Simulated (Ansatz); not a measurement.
Isolated molecules relaxed with PBE0-D4/def2-TZVP in Ansatz; ΔE leaves out vibrations. CCSD(T)/CBS adds triple-zeta CCSD(T) − MP2 to the extrapolated MP2 energy (def2 sets, frozen cores). DFT in def2-TZVPP. B3LYP here is the variant with VWN-RPA as its local correlation; programs differ in this. One conformer a species, not always the lowest.

Reaction (substitution at a C–N bond): `CN(C)[SiH3]` + `C[SiH](N)S` → `CN[SiH](C)S` + `CN[SiH3]`

| level | ΔE (kcal/mol) | difference from CCSD(T)/CBS |
| --- | --- | --- |
| PBE-D4 | 3.2 | -0.1 |
| r2SCAN-D4 | 3.4 | 0.1 |
| PBE0-D4 | 3.1 | -0.2 |
| B3LYP-D4 | 3.0 | -0.3 |
| ωB97X-V | 3.1 | -0.2 |
| ωB97M-V | 3.2 | -0.1 |
| B2PLYP | 3.1 | -0.2 |
| PBE | 3.0 | -0.3 |
| r2SCAN | 3.5 | 0.2 |
| PBE0 | 3.0 | -0.3 |
| B3LYP | 2.7 | -0.6 |
| HF/def2-TZVPP | 2.4 | -0.9 |
| MP2/def2-TZVPP | 3.8 | 0.5 |
| SCS-MP2/def2-TZVPP | 3.4 | 0.1 |
| CCSD/def2-TZVPP | 3.2 | -0.1 |
| CCSD(T)/def2-TZVPP | 3.4 | 0.1 |
| HF/def2-QZVPP | 2.4 | -0.9 |
| MP2/def2-QZVPP | 3.8 | 0.5 |
| SCS-MP2/def2-QZVPP | 3.3 | 0.0 |
| HF/CBS(def2) | 2.4 | -0.9 |
| MP2/CBS(def2) | 3.8 | 0.5 |
| CCSD/CBS(def2) | 3.2 | -0.1 |
| CCSD(T)/CBS | 3.3 | 0 |

Largest T1 diagnostic among the species: 0.010.

In def2-TZVPP, CCSD(T) changes the Hartree–Fock value by +1.0 kcal/mol (the triples alone add +0.2 kcal/mol) and MP2 by +1.4 kcal/mol.
